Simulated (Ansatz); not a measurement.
Program: Ansatz. Geometries: PBE0-D4/def2-TZVP. ΔE: electronic, gas phase. CCSD(T)/CBS is the MP2 limit (def2-TZVPP, def2-QZVPP) plus CCSD(T) − MP2 in def2-TZVPP, frozen cores. Functionals use def2-TZVPP. Each species was taken in one conformer, which may not be the lowest.

`F/C=N\B[SiH3]` + `O[Si](O)(F)O[SiH3]` → `O[Si](F)(O[SiH3])O[SiH3]` + `BN=CF`  (cleavage of the Si–B bond)

| level | ΔE (kJ/mol) |
| --- | --- |
| r2SCAN | -106.5 |
| PBE0 | -97.5 |
| SCS-MP2/def2-TZVPP | -125.2 |
| MP2/CBS(def2) | -121.3 |

What does CCSD(T)/CBS give? (Estimate.)

The calculation gave: -115.0 kJ/mol. The listed levels differ from it by 8.5, 17.5, -10.2, -6.3 kJ/mol.

Largest T1 diagnostic among the species: 0.015.

From PBE to PBE0 (25 % exact exchange), in def2-TZVPP and without D4, ΔE moves by −9.9 kJ/mol. The D4 term adds −3.5 kJ/mol with B3LYP and −2.2 kJ/mol with PBE0; it sums over pairs of atoms, weighted by their polarisabilities, and B3LYP, whose exchange is more repulsive, gets the larger term. In def2-TZVPP, CCSD(T) changes the Hartree–Fock value by +29.9 kJ/mol (the triples alone add +4.3 kJ/mol) and MP2 by +23.5 kJ/mol.

CCSD(T)/CBS has its own doubt, a few kJ/mol and more with outer-core shells, so smaller differences from it don't rank the levels.

B3LYP here is the variant with VWN-RPA as its local correlation; programs differ in this.
